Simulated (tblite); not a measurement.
Compound: C₇H₁₀OSi.
Geometry (GFN2-xTB, Å), atoms numbered from 1 in this order:
```xyz
19
C7H10OSi angstrom
C      0.127    1.306    2.453
C      0.245    1.213    1.263
C      0.477    1.039   -0.145
C     -0.403   -0.065   -0.814
C     -1.626   -0.439   -0.053
C     -2.857   -0.324   -0.516
C      0.651   -1.197   -0.910
Si     2.071    0.010   -0.501
O      3.057   -0.286    0.755
H     -0.027    1.426    3.483
H      0.363    2.007   -0.634
H     -0.682    0.271   -1.814
H     -1.450   -0.826    0.942
H     -3.058    0.063   -1.503
H     -3.717   -0.610    0.066
H      0.642   -1.708   -1.870
H      0.485   -1.954   -0.143
H      2.983    0.448   -1.542
H      2.709   -0.365    1.641
```

All values are computed: GFN2-xTB (tblite) harmonic vibrations without scaling, gas phase. Against measured fundamentals such values can be off by several per cent, at times by over 20. Modes of hydrogen on silicon can be 10 to 20 % off. One conformer, not necessarily the lowest.

Harmonic wavenumbers (cm⁻¹): 33.5, 53.0, 80.1, 139.5, 190.6, 214.9, 277.5, 290.9, 309.8, 355.5, 397.8, 423.3, 528.2, 566.8, 612.6, 634.8, 645.1, 684.1, 710.8, 736.7, 792.2, 812.5, 839.9, 892.4, 926.3, 964.6, 1006.8, 1023.0, 1043.9, 1091.0, 1107.4, 1167.9, 1202.7, 1234.9, 1265.7, 1271.7, 1312.6, 1422.8, 1474.5, 1712.3, 2271.5, 2365.9, 2954.7, 2966.7, 2981.7, 3018.4, 3055.8, 3093.1, 3119.8, 3394.3, 3635.4.

A = 2116, B = 1080, C = 811.2 MHz; mass 138.050 u (most abundant isotopes); point group C1, symmetry number 1.

**Question.** Zero-point energy?

**Answer.** Half the sum of the wavenumbers: 31654 cm⁻¹ = 90.50 kcal/mol.

**Question.** What is S at 298.15 K and 1 bar for an ideal gas of classical rigid rotors and harmonic oscillators?

**Answer.** Translation 40.71, rotation 29.54, vibration 33.39: S = 103.6 cal/(mol K).

**Question.** And Cp and H(298.15 K) − H(0)?

**Answer.** Cp = 42.79 cal/(mol K), of which vibrations give 34.84 (their classical limit is 51 R = 101.3); H(298.15 K) − H(0) = 7.55 kcal/mol without the zero-point energy, 5.18 from vibrations.

**Question.** How do the functions run with temperature in this model?

**Answer.** 
| T (K) | S (cal/(mol K)) | Cp (cal/(mol K)) | H − H(0) (kcal/mol) | G − H(0) (kcal/mol) | ln q(vib) |
| --- | --- | --- | --- | --- | --- |
| 50 | 60.5 | 13.8 | 0.54 | -2.49 | 0.86 |
| 100 | 71.8 | 19.6 | 1.37 | -5.82 | 2.28 |
| 373.15 | 114.1 | 50.6 | 11.06 | -31.52 | 10.26 |
| 500 | 130.5 | 61.3 | 18.19 | -47.05 | 13.94 |
| 750 | 158.2 | 75.2 | 35.39 | -83.25 | 20.82 |
| 1000 | 181.1 | 84.1 | 55.37 | -125.75 | 27.09 |

q(vib) and H(0) count from the zero-point level.

**Question.** Blend soft modes into free rotors: weight 1/[1 + (100 cm⁻¹/ν̃)⁴] for the oscillator and the rest for a rotor with moment μB/(μ + B), μ = h/(8π²ν), B = 10⁻⁴⁴ kg m². What vibrational entropy results?

**Answer.** 30.00 cal/(mol K) in place of 33.39, which changes −T·S at 298.15 K by +1.01 kcal/mol.

**Question.** What must be added to the electronic energy to get the Gibbs energy at 298.15 K and 1 bar?

**Answer.** ZPE + [H(298.15 K) − H(0)] − T·S = 90.50 + 7.55 − 30.90 = 67.15 kcal/mol.

Hindered rotation and anharmonicity are outside this model. Other conformers, if any are populated, would add a mixing term that is left out. The structure is chiral; the term R ln 2 for an equal mix with its mirror image is left out.
